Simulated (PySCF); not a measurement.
Coordinates in bohr (charge 0 multiplicity 1):
```
Te   -0.2037    0.0000   -0.6055
S    -4.4247    0.0000   -0.8838
Cl    0.1242    0.0000    3.7751
Cl    4.6781    0.0000   -0.7176
```

Method: PBE0 in PySCF with Te def2-TZVP with ECP28, S def2-TZVP, Cl def2-TZVP; scalar-relativistic core potentials, no spin–orbit coupling; density-fitted integrals.

This geometry of TeSCl₂ is a stationary point at this level.

Task: What is the point group?

Result: Cs.

Task: Is it a minimum?

Result: No: it has 1 imaginary mode, at 185i cm⁻¹ (a'').

Task: Which band is strongest in the infrared?

Result: 248 cm⁻¹ (a'), 77 km/mol.

Task: Give the atomic charges and bond orders.

Result: 
| atom | Mulliken | Löwdin | polar tensor | Mayer order to Te1 |
| --- | --- | --- | --- | --- |
| Te1 | 0.81 | 0.32 | 1.54 | – |
| S2 | -0.23 | -0.05 | -0.42 | 1.93 |
| Cl3 | -0.17 | 0.00 | -0.44 | 1.05 |
| Cl4 | -0.40 | -0.27 | -0.69 | 0.79 |

Only a few start shapes were tried, so a lower isomer may exist. At this level a singlet minimum of Cs symmetry lies 155 kJ/mol below this structure.
